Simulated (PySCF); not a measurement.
Here is a job for PySCF.
```python
from pyscf import gto, scf, dft

mol = gto.Mole()
mol.atom = '''
    Si   -0.000000   -0.000000   -0.548582
    O     0.000000    0.000000    0.960019
'''
mol.basis = 'def2-svp'
mol.charge = 0
mol.spin = 0
mol.verbose = 4
mol.build()

mf = dft.RKS(mol)
mf.xc = 'b3lyp'
mf.kernel()
mf.analyze()
```

Question: What does this run give for the dipole moment, HOMO-LUMO gap, total energy, nuclear repulsion energy, number of basis functions, HOMO energy?

Answer: 
* **dipole moment**: 2.62 D
* **HOMO-LUMO gap**: 6.57 eV
* **total energy**: -364.582735 Ha
* **nuclear repulsion energy**: 39.2866 Eh
* **number of basis functions**: 32
* **HOMO energy**: -8.41 eV
